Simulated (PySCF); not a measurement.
# Excited states of Tl³⁺ (thallium, charge +3)

Ground state [Xe] 4f14 5d10, ¹S. Calculation: PySCF 2.14, in def2-TZVP with the def2 core potential (60 electrons); scalar relativity through the core potential. Vertical excitation energies in eV without spin-orbit coupling; excited terms of each kind are numbered among those the solver found. Frozen: 5s2 5p6.

```tsv
term	leading excitation	EOM-EE-CCSD
1 3D	5d → s	10.541
1 1D	5d → s	11.414
1 3P°	5d → p	20.694
1 3F°	5d → p	21.176
1 1F°	5d → p	21.559
1 1D°	5d → p	22.006
1 3D°	5d → p	22.069
1 1P°	5d → p	22.217
1 3S	5d → d	31.991
1 3G	5d → d	32.578
2 3G	5d → d	32.578
1 1G	5d → d	32.700
```

The spin-orbit splitting of the hole, absent here, rivals or exceeds the spacing of these terms, so the LS terms are model states.

The solver can miss terms.
